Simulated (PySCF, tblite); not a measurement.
Compound: C5H4F6O.
Structure used (GFN2-xTB), in Å, numbered top down from 1:
```
atom  x, y, z in Å
F1     1.757   -0.144   -1.533
C2     2.042   -0.200   -0.229
F3     2.227   -1.508    0.039
F4     3.206    0.395   -0.038
O5     1.125    0.356    0.557
C6    -0.241    0.180    0.223
C7    -0.816    1.475   -0.326
F8    -0.866    2.433    0.606
F9    -0.102    1.961   -1.344
F10   -2.069    1.307   -0.770
C11   -0.792   -1.132   -0.255
C12   -1.105   -0.651    1.129
H13   -0.108   -1.958   -0.368
H14   -1.562   -1.095   -1.011
H15   -0.610   -1.128    1.960
H16   -2.094   -0.282    1.349
```

Computed with PBE0/pcSseg-1 in PySCF (dipole) on a GFN2-xTB geometry, gas phase.

Take the most abundant isotopes and a rigid rotor. The values belong to one conformer with, in the numbering `[F:1][C:2]([F:3])([F:4])[O:5][C:6]1([C:7]([F:8])([F:9])[F:10])[CH2:11][CH2:12]1`, C2–O5–C6–C7 -107°.

Task: Give the principal moments of inertia and the rotational constants in GHz.

Result: Ia = 319.66, Ib = 710.02, Ic = 817.22 u·Å²; 505379 MHz·u·Å²/I gives 1581, 711.8 and 618.4 MHz, that is A = 1.5810, B = 0.7118, C = 0.6184 GHz.

Task: What kind of rotor is it?

Result: An asymmetric top: κ = (2 × 711.8 − 1581 − 618.4)/(1581 − 618.4) = -0.81.

Task: Is it planar, by Δ = Ic − Ia − Ib?

Result: Not planar: Δ = Ic − Ia − Ib = -212.46 u·Å². For a rigid frame Δ = −2 Σ m c², so Σ m c² = 106.23 u·Å² lies off the ab plane: 5.98 from hydrogen and 100.25 from heavier atoms. The atom farthest from that plane is 1.55 Å away.

Task: Where do the levels up to J = 5 lie, in cm⁻¹?

Result: Above 0(0,0):
J = 1: 1(0,1) 0.0444, 1(1,1) 0.0734, 1(1,0) 0.0765
J = 2: 2(0,2) 0.1329, 2(1,2) 0.1590, 2(1,1) 0.1683, 2(2,1) 0.2553, 2(2,0) 0.2556
J = 3: 3(0,3) 0.2650, 3(1,3) 0.2873, 3(1,2) 0.3060, 3(2,2) 0.3884, 3(2,1) 0.3896, 3(3,1) 0.5413, 3(3,0) 0.5413
J = 4: 4(0,4) 0.4402, 4(1,4) 0.4581, 4(1,3) 0.4892, 4(2,3) 0.5657, 4(2,2) 0.5692, 4(3,2) 0.7193, 4(3,1) 0.7193, 4(4,1) 0.9327, 4(4,0) 0.9327
J = 5: 5(0,5) 0.6577, 5(1,5) 0.6712, 5(1,4) 0.7176, 5(2,4) 0.7871, 5(2,3) 0.7949, 5(3,3) 0.9418, 5(3,2) 0.9421, 5(4,2) 1.1551, 5(4,1) 1.1551, 5(5,1) 1.4296, 5(5,0) 1.4296

Task: Predict some low-J microwave lines.

Result: The dipole components are |μa| = 0.70 D, |μb| = 2.81 D, |μc| = 0.22 D. Intensities carry the squares of the components, which stand as 0.06 : 1.00 : 0.01 (a : b : c). Some lines, for components of 0.1 D or more:

```
type  branch         J(Ka,Kc)   MHz  lower level (cm⁻¹)
   c       Q  4(1,4) ← 4(0,4)   536               0.440
   a       Q  3(1,2) ← 3(1,3)   560               0.287
   b       R  4(2,2) ← 3(3,1)   836               0.541
   b       Q  2(1,1) ← 2(0,2)  1063               0.133
   c       Q  3(2,2) ← 3(1,2)  2472               0.306
   b       Q  4(2,3) ← 4(1,4)  3227               0.458
   c       Q  3(3,1) ← 3(2,1)  4548               0.390
   b       R  3(1,3) ← 2(0,2)  4629               0.133
   a       R  4(3,1) ← 3(3,0)  5336               0.541
   b       Q  4(4,1) ← 4(3,2)  6399               0.719
   b       R  3(2,1) ← 2(1,2)  6914               0.159
   b       R  4(2,3) ← 3(1,2)  7787               0.306
   b       R  4(2,2) ← 3(1,3)  8452               0.287
   b       R  3(3,1) ← 2(2,0)  8567               0.256
```

Its GFN2-xTB frequencies are all real (lowest 24 cm⁻¹). Zero-point vibration and centrifugal distortion are left out.

The run took 49 s wall on one thread of an Arm Neoverse V1, on a shared host. This is the PBE0/pcSseg-1 job that gave the dipole, with the shieldings it also computed.
